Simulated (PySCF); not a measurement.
How methods differ on the ionisation energy of Cs

Cs [Xe] 6s1 [6s1/2^1, M_J = 1/2] → Cs⁺ [Xe], as a difference of total energies. All numbers are calculated (PySCF 2.14, the two-component X2C-1e Hamiltonian, in x2c-QZVPPall-2c (16s16p11d5f2g, 172 functions)). Correlated levels: [Kr] 4d10 frozen; the 66 highest virtual spinors dropped. "Screened" scales the spin-orbit matrix elements by Boettger's factors to mimic the two-electron term; Breit and QED terms are absent.

```
                    method  ionisation energy (eV)  error (eV)
 GHF (screened spin-orbit)                   3.479      -0.415
GMP2 (screened spin-orbit)                   3.837      -0.057
```

Reference: 3.894 eV (measured; NIST Atomic Spectra Database, ionization energies).
